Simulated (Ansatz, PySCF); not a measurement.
Reaction R1 → P1 + P2, each structure at its B3LYP-D3(BJ)/def2-TZVP stationary point, reached from a drawn start (curvature not checked).
R1: NH3 (SMILES N), charge 0, multiplicity 1.
P1: NH (SMILES [NH]), charge 0, multiplicity 3.
P2: H2 (SMILES [H][H]), charge 0, multiplicity 1.

P less R. No zero-point or thermal terms; singlets are restricted closed shells; open shells are unrestricted.

Programs: Ansatz (Gaussian basis) for Hartree–Fock, density functionals and correlated methods; PySCF for the D3/D4 terms. Each number belongs to the level named beside it.

One of these levels gives 536.0 kJ/mol for the reaction energy. Which?
A. HF/cc-pVDZ
B. SVWN5/def2-TZVPP
C. BLYP-D4/def2-TZVPP

B, SVWN5/def2-TZVPP. The others give 263.3 (HF/cc-pVDZ), 428.8 (BLYP-D4/def2-TZVPP)

Ansatz is an electronic-structure program.
